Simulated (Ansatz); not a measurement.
`BOC(=N)Cl`, relaxed with RKS PBE-D4/def2-SVP in Ansatz from a rough embedded geometry. The force threshold is 0.03 eV/Å; the program also tests the step.

The species carries charge 0 and has multiplicity 1.

Start:

```xyz
8

B     1.080    0.815    0.406
O     0.271    0.459   -0.729
C    -0.795   -0.438   -0.687
N    -1.071   -1.221    0.229
Cl   -1.806   -0.594   -2.149
H     1.988    1.657    0.273
H     0.846    0.525    1.512
H    -0.513   -1.203    1.145
```

Problem. By how much does the energy fall, and how many steps does the optimiser take? (Best estimate.)

Solution. The calculation gave: 11.53 kcal/mol, in 17 steps, 3 of them rejected.

Problem. Which bonds change most? (Best estimate.)

Solution. The calculation gave: B1–O2 from 1.439 to 1.369 Å; B1–H7 from 1.167 to 1.217 Å; C3–Cl5 from 1.784 to 1.739 Å; N4–H8 from 1.073 to 1.032 Å.

Problem. Give the relaxed structure. (An estimate is asked.)

Solution. Ansatz gave: 
```xyz
8

B     0.985    0.901    0.364
O     0.420    0.244   -0.695
C    -0.729   -0.515   -0.596
N    -1.053   -1.354    0.287
Cl   -1.750   -0.208   -1.969
H     2.027    1.475    0.131
H     0.437    0.879    1.451
H    -0.337   -1.422    1.027
```
